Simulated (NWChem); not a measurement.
Program: NWChem. System: H3O, charge 1, spin multiplicity 1, displaced from the optimised geometry.

Job file:

```
start mol
memory heap 200 mb stack 900 mb global 1100 mb
charge 1
geometry units angstroms nocenter noautoz
  O     -0.000026     0.078991     0.000000
  H     -0.481473    -0.210806     0.834045
  H     -0.481473    -0.210806    -0.834045
  H      0.963151    -0.210316     0.000000
  symmetry group Cs
end
basis spherical
  * library def2-svp
end
dft
  xc b3lyp
  semidirect memsize 60000000 filesize 0
  iterations 100
  convergence nodiis damp 40
end
task dft gradient
```

The output up to the point where the run's verdict is printed (cleaned and shortened):

```
             Northwest Computational Chemistry Package (NWChem) 7.3.0
             --------------------------------------------------------

                                NWChem Input Module
                                -------------------

 Scaling coordinates for geometry "geometry" by  1.889725989
 (inverse scale =  0.529177249)

 Turning off AUTOSYM since
 SYMMETRY directive was detected!

                             Geometry "geometry" -> ""
                             -------------------------

 Output coordinates in angstroms (scale by  1.889725989 to convert to a.u.)

  No.       Tag          Charge          X              Y              Z
 ---- ---------------- ---------- -------------- -------------- --------------
    1 O                    8.0000    -0.00002600     0.07899100     0.00000000
    2 H                    1.0000    -0.48147300    -0.21080600     0.83404500
    3 H                    1.0000    -0.48147300    -0.21080600    -0.83404500
    4 H                    1.0000     0.96315100    -0.21031600     0.00000000

 Effective nuclear repulsion energy (a.u.)      13.5801400672

            Nuclear Dipole moment (a.u.)
            ----------------------------
        X                 Y               Z
 ---------------- ---------------- ----------------
    -0.0000056692    -0.0000000000     0.0000000000

      Symmetry information
      --------------------

 Group name             Cs
 Group number              2
 Group order               2
 No. of unique centers     3

      Symmetry unique atoms

     1    2    4


 Summary of "ao basis" -> "" (spherical)
 ------------------------------------------------------------------------------
       Tag                 Description            Shells   Functions and Types
 ---------------- ------------------------------  ------  ---------------------
 *                          def2-svp                  on all atoms

                                 NWChem DFT Module
                                 -----------------

 Summary of "ao basis" -> "ao basis" (spherical)
 ------------------------------------------------------------------------------
[...]
 d= 0,ls=0.0         52    -70.7236194598  2.13D+00  3.23D-01               1.4
 d= 0,ls=0.0         53    -72.8501445911 -2.13D+00  3.23D-01               1.4
 d= 0,ls=0.0         54    -70.7236194598  2.13D+00  3.23D-01               1.4
 d= 0,ls=0.0         55    -72.8501445911 -2.13D+00  3.23D-01               1.4
 d= 0,ls=0.0         56    -70.7236194598  2.13D+00  3.23D-01               1.4
 d= 0,ls=0.0         57    -72.8501445911 -2.13D+00  3.23D-01               1.5
 d= 0,ls=0.0         58    -70.7236194598  2.13D+00  3.23D-01               1.5
 d= 0,ls=0.0         59    -72.8501445911 -2.13D+00  3.23D-01               1.5
 d= 0,ls=0.0         60    -70.7236194598  2.13D+00  3.23D-01               1.5
 d= 0,ls=0.0         61    -72.8501445911 -2.13D+00  3.23D-01               1.5
 d= 0,ls=0.0         62    -70.7236194598  2.13D+00  3.23D-01               1.6
 d= 0,ls=0.0         63    -72.8501445911 -2.13D+00  3.23D-01               1.6
 d= 0,ls=0.0         64    -70.7236194598  2.13D+00  3.23D-01               1.6
 d= 0,ls=0.0         65    -72.8501445911 -2.13D+00  3.23D-01               1.6
 d= 0,ls=0.0         66    -70.7236194598  2.13D+00  3.23D-01               1.6
 d= 0,ls=0.0         67    -72.8501445911 -2.13D+00  3.23D-01               1.7
 d= 0,ls=0.0         68    -70.7236194598  2.13D+00  3.23D-01               1.7
 d= 0,ls=0.0         69    -72.8501445911 -2.13D+00  3.23D-01               1.7
 d= 0,ls=0.0         70    -70.7236194598  2.13D+00  3.23D-01               1.7
 d= 0,ls=0.0         71    -72.8501445911 -2.13D+00  3.23D-01               1.7
 d= 0,ls=0.0         72    -70.7236194598  2.13D+00  3.23D-01               1.8
 d= 0,ls=0.0         73    -72.8501445911 -2.13D+00  3.23D-01               1.8
 d= 0,ls=0.0         74    -70.7236194598  2.13D+00  3.23D-01               1.8
 d= 0,ls=0.0         75    -72.8501445911 -2.13D+00  3.23D-01               1.8
 d= 0,ls=0.0         76    -70.7236194598  2.13D+00  3.23D-01               1.8
 d= 0,ls=0.0         77    -72.8501445911 -2.13D+00  3.23D-01               1.9
 d= 0,ls=0.0         78    -70.7236194598  2.13D+00  3.23D-01               1.9
 d= 0,ls=0.0         79    -72.8501445911 -2.13D+00  3.23D-01               1.9
 d= 0,ls=0.0         80    -70.7236194598  2.13D+00  3.23D-01               1.9
 d= 0,ls=0.0         81    -72.8501445911 -2.13D+00  3.23D-01               1.9
 d= 0,ls=0.0         82    -70.7236194598  2.13D+00  3.23D-01               2.0
 d= 0,ls=0.0         83    -72.8501445911 -2.13D+00  3.23D-01               2.0
 d= 0,ls=0.0         84    -70.7236194598  2.13D+00  3.23D-01               2.0
 d= 0,ls=0.0         85    -72.8501445911 -2.13D+00  3.23D-01               2.0
 d= 0,ls=0.0         86    -70.7236194598  2.13D+00  3.23D-01               2.1
 d= 0,ls=0.0         87    -72.8501445911 -2.13D+00  3.23D-01               2.1
 d= 0,ls=0.0         88    -70.7236194598  2.13D+00  3.23D-01               2.1
 d= 0,ls=0.0         89    -72.8501445911 -2.13D+00  3.23D-01               2.1
 d= 0,ls=0.0         90    -70.7236194598  2.13D+00  3.23D-01               2.1
 d= 0,ls=0.0         91    -72.8501445911 -2.13D+00  3.23D-01               2.2
 d= 0,ls=0.0         92    -70.7236194598  2.13D+00  3.23D-01               2.2
 d= 0,ls=0.0         93    -72.8501445911 -2.13D+00  3.23D-01               2.2
 d= 0,ls=0.0         94    -70.7236194598  2.13D+00  3.23D-01               2.2
 d= 0,ls=0.0         95    -72.8501445911 -2.13D+00  3.23D-01               2.2
 d= 0,ls=0.0         96    -70.7236194598  2.13D+00  3.23D-01               2.3
 d= 0,ls=0.0         97    -72.8501445911 -2.13D+00  3.23D-01               2.3
 d= 0,ls=0.0         98    -70.7236194598  2.13D+00  3.23D-01               2.3
 d= 0,ls=0.0         99    -72.8501445911 -2.13D+00  3.23D-01               2.3
 d= 0,ls=0.0        100    -70.7236194598  2.13D+00  3.23D-01               2.3
```

The run did not converge; its last values are not results. The next line reads: Calculation failed to converge. NWChem stopped with the message: dft gradient failed.
